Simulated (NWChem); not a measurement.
System: C₄H₄N₂; SMILES N#CCCC#N

Here is an NWChem input.

```
start job
memory heap 200 mb stack 900 mb global 1100 mb
geometry units angstroms noautoz
  N     -0.192586     2.983362     0.000000
  C      0.171908     1.881944     0.000000
  C      0.607102     0.482494     0.000000
  C     -0.607102    -0.482494     0.000000
  C     -0.171908    -1.881944     0.000000
  N      0.192586    -2.983362     0.000000
  H      1.231432     0.301184    -0.881583
  H      1.231432     0.301184     0.881583
  H     -1.231432    -0.301184     0.881583
  H     -1.231432    -0.301184    -0.881583
end
basis spherical
  * library def2-tzvp
end
dft
  xc slater vwn_5
  iterations 150
  semidirect filesize 400000000
  mulliken
end
task dft energy
```

Geometry: optimised at B3LYP/6-31G* (spherical d).

Question: Give the results of this calculation. (LDA (Slater exchange, VWN5)/def2-TZVP.) Quantities: energy (Ha); highest occupied level (eV); orbital gap (eV).

Answer: 
```yaml
energy (Ha): -262.09
highest occupied level (eV): -8.69
orbital gap (eV): 7.11
```
